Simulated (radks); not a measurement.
Ionisation ladder of terbium, from Tb22+ to Tb43+. Each ion is in the ground configuration listed by NIST, and IE = E(next ion) - E(this ion). All-electron calculation, non-relativistic Kohn-Sham, LDA (Slater exchange, Perdew-Wang correlation), spin-unpolarised, spherical densities, point nucleus; relativity is left out, which matters for an element this heavy. Program: a radial shooting solver on a logarithmic mesh with Libxc functionals.

| species | configuration | E (hartree) | IE, Delta-SCF (eV) | -e(HOMO) (eV) | HOMO | <r> HOMO (bohr) | IE, NIST (eV) | kind | error (eV) |
|---|---|---|---|---|---|---|---|---|---|
| Tb22+ | [Kr] 4d7 | -11023.2749 | 739.55 | 719.18 | 4d | 0.548 | 732 | theory | +7.5 |
| Tb23+ | [Kr] 4d6 | -10996.0971 | 780.70 | 760.02 | 4d | 0.542 | 772 | theory | +8.7 |
| Tb24+ | [Kr] 4d5 | -10967.4070 | 822.46 | 801.48 | 4d | 0.537 | 816 | theory | +6.5 |
| Tb25+ | [Kr] 4d4 | -10937.1820 | 864.84 | 843.55 | 4d | 0.531 | 866 | theory | -1.2 |
| Tb26+ | [Kr] 4d3 | -10905.3998 | 907.81 | 886.22 | 4d | 0.526 | 909 | theory | -1.2 |
| Tb27+ | [Kr] 4d2 | -10872.0385 | 951.36 | 929.49 | 4d | 0.521 | 954 | theory | -2.6 |
| Tb28+ | [Kr] 4d1 | -10837.0767 | 995.49 | 973.33 | 4d | 0.516 | 997 | theory | -1.5 |
| Tb29+ | [Kr] | -10800.4932 | 1159.6 | 1137.5 | 4p | 0.517 | 1165 | theory | -5.4 |
| Tb30+ | [Ar] 3d10 4s2 4p5 | -10757.8778 | 1204.1 | 1181.8 | 4p | 0.513 | 1208 | theory | -3.9 |
| Tb31+ | [Ar] 3d10 4s2 4p4 | -10713.6271 | 1249.0 | 1226.5 | 4p | 0.509 | 1256 | theory | -7.0 |
| Tb32+ | [Ar] 3d10 4s2 4p3 | -10667.7288 | 1294.1 | 1271.5 | 4p | 0.506 | 1301 | theory | -6.9 |
| Tb33+ | [Ar] 3d10 4s2 4p2 | -10620.1725 | 1339.4 | 1316.7 | 4p | 0.502 | 1393 | theory | -53.6 |
| Tb34+ | [Ar] 3d10 4s2 4p1 | -10570.9500 | 1384.9 | 1362.1 | 4p | 0.499 | 1443 | theory | -58.1 |
| Tb35+ | [Ar] 3d10 4s2 | -10520.0577 | 1497.3 | 1474.8 | 4s | 0.498 | 1559 | theory | -61.7 |
| Tb36+ | [Ar] 3d10 4s1 | -10465.0347 | 1541.1 | 1519.5 | 4s | 0.495 | 1610 | semi-emp. | -69.3 |
| Tb37+ | [Ar] 3d10 | -10408.3995 | 2765.2 | 2712.1 | 3d | 0.211 | 2750 | theory | +15.2 |
| Tb38+ | [Ar] 3d9 | -10306.7796 | 2872.5 | 2818.6 | 3d | 0.209 | 2852 | theory | +20.5 |
| Tb39+ | [Ar] 3d8 | -10201.2160 | 2981.3 | 2926.7 | 3d | 0.207 | 2961 | theory | +20.3 |
| Tb40+ | [Ar] 3d7 | -10091.6547 | 3091.5 | 3036.2 | 3d | 0.205 | 3078 | theory | +13.5 |
| Tb41+ | [Ar] 3d6 | -9978.0424 | 3203.2 | 3147.1 | 3d | 0.203 | 3189 | theory | +14.2 |
| Tb42+ | [Ar] 3d5 | -9860.3266 | 3316.3 | 3259.5 | 3d | 0.202 | 3300 | theory | +16.3 |
| Tb43+ | [Ar] 3d4 | -9738.4555 | 3430.7 | 3373.3 | 3d | 0.200 | 3458 | theory | -27.3 |

Reference values: NIST Atomic Spectra Database (exp. = measured, semi-emp. = semi-empirical, theory = theoretical value adopted there). Errors are taken from the NIST values before rounding. The ionisation energy per charge of the ion left behind rises most, in proportion, at Tb37+ ([Ar] 3d10), from 41.652 to 72.769 eV. Relativity is left out here, which matters for elements this heavy. Spin polarisation and multiplet splitting are left out, so open shells lie too high by an amount that depends on their filling.

Beside tabulated values, note that spin-unpolarised runs miss the spin-polarisation part of the exchange energy of open shells.
